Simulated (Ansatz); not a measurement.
`CO[SiH2][AlH2]` + `C[BH][GeH3]` → `C[B]([AlH2])[GeH3]` + `CO[SiH3]`  (formal exchange of groups at the Al–Si bond)

Isolated molecules relaxed with PBE0-D4/def2-TZVP in Ansatz; ΔE leaves out vibrations. CCSD(T)/CBS adds triple-zeta CCSD(T) − MP2 to the extrapolated MP2 energy (def2 sets, frozen cores). DFT in def2-TZVPP. B3LYP here is the variant with VWN-RPA as its local correlation; programs differ in this. For Ge outer-core shells are correlated without core-valence functions, which leaves a few kJ/mol of doubt a bond. Scalar relativity is left out up to krypton. Each species was taken in one conformer, which may not be the lowest.

```json
{"level": "PBE-D4", "ΔE (kcal/mol)": "4.9", "difference from CCSD(T)/CBS": "0.7"}
{"level": "r2SCAN-D4", "ΔE (kcal/mol)": "4.4", "difference from CCSD(T)/CBS": "0.2"}
{"level": "PBE0-D4", "ΔE (kcal/mol)": "5.1", "difference from CCSD(T)/CBS": "0.9"}
{"level": "B3LYP-D4", "ΔE (kcal/mol)": "4.6", "difference from CCSD(T)/CBS": "0.4"}
{"level": "ωB97X-V", "ΔE (kcal/mol)": "5.0", "difference from CCSD(T)/CBS": "0.8"}
{"level": "ωB97M-V", "ΔE (kcal/mol)": "4.1", "difference from CCSD(T)/CBS": "-0.1"}
{"level": "B2PLYP", "ΔE (kcal/mol)": "4.7", "difference from CCSD(T)/CBS": "0.5"}
{"level": "PBE", "ΔE (kcal/mol)": "5.3", "difference from CCSD(T)/CBS": "1.1"}
{"level": "r2SCAN", "ΔE (kcal/mol)": "4.5", "difference from CCSD(T)/CBS": "0.3"}
{"level": "PBE0", "ΔE (kcal/mol)": "5.4", "difference from CCSD(T)/CBS": "1.2"}
{"level": "B3LYP", "ΔE (kcal/mol)": "5.2", "difference from CCSD(T)/CBS": "1.0"}
{"level": "HF/def2-TZVPP", "ΔE (kcal/mol)": "5.4", "difference from CCSD(T)/CBS": "1.2"}
{"level": "MP2/def2-TZVPP", "ΔE (kcal/mol)": "3.8", "difference from CCSD(T)/CBS": "-0.4"}
{"level": "SCS-MP2/def2-TZVPP", "ΔE (kcal/mol)": "4.0", "difference from CCSD(T)/CBS": "-0.2"}
{"level": "CCSD/def2-TZVPP", "ΔE (kcal/mol)": "4.5", "difference from CCSD(T)/CBS": "0.3"}
{"level": "CCSD(T)/def2-TZVPP", "ΔE (kcal/mol)": "4.2", "difference from CCSD(T)/CBS": "0.0"}
{"level": "HF/def2-QZVPP", "ΔE (kcal/mol)": "5.3", "difference from CCSD(T)/CBS": "1.1"}
{"level": "MP2/def2-QZVPP", "ΔE (kcal/mol)": "3.8", "difference from CCSD(T)/CBS": "-0.4"}
{"level": "SCS-MP2/def2-QZVPP", "ΔE (kcal/mol)": "4.0", "difference from CCSD(T)/CBS": "-0.2"}
{"level": "HF/CBS(def2)", "ΔE (kcal/mol)": "5.3", "difference from CCSD(T)/CBS": "1.1"}
{"level": "MP2/CBS(def2)", "ΔE (kcal/mol)": "3.8", "difference from CCSD(T)/CBS": "-0.4"}
{"level": "CCSD/CBS(def2)", "ΔE (kcal/mol)": "4.5", "difference from CCSD(T)/CBS": "0.3"}
{"level": "CCSD(T)/CBS", "ΔE (kcal/mol)": "4.2", "difference from CCSD(T)/CBS": "0"}
```

Largest T1 diagnostic among the species: 0.012.

In def2-TZVPP, CCSD(T) changes the Hartree–Fock value by −1.2 kcal/mol (the triples alone add −0.3 kcal/mol) and MP2 by −1.6 kcal/mol.
